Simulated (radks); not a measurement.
Pr XXIX, configuration [Ar] 3d10 4s2 4p1. All-electron calculation, scalar-relativistic Kohn-Sham, exchange-only LDA, spin-polarised, spherical densities, point nucleus; open shells are filled with parallel spins first (spin-orbit coupling, left out, can overturn this in heavy ions). Program: a radial shooting solver on a logarithmic mesh with Libxc functionals.

Normalised radial functions P(r) = r R(r), r in bohr:

```
   r/bohr * 3p down (the largest magnitude, 2.12, reaches the edge; | marks zero)
  0.00108                             *
 0.001384                             *
 0.001759                             *
 0.002236                             *
 0.002865                             *
 0.003642                             *
  0.00463                             |*
 0.005934                             |*
 0.007543                             | *
 0.009589                             | *
  0.01229                             |   *
  0.01562                             |    *
  0.02002                             |      *
  0.02545                             |         *
  0.03235                             |           *
  0.04146                             |              *
   0.0527                             |               *
    0.067                             |              *
  0.08585                             |        *
   0.1091                             |*
   0.1387                  *          |
   0.1778        *                    |
    0.226  *                          |
   0.2873    *                        |
   0.3682           *                 |
   0.4681                    *        |
    0.595                          *  |
   0.7625                            *|
   0.9694                             *
    1.232                             *
    1.579                             *
```

3p down: eigenvalue -2127.4 eV, 1 radial node at r = 0.111 bohr, <r> = 0.266 bohr, 90 % of the charge inside 0.397 bohr.
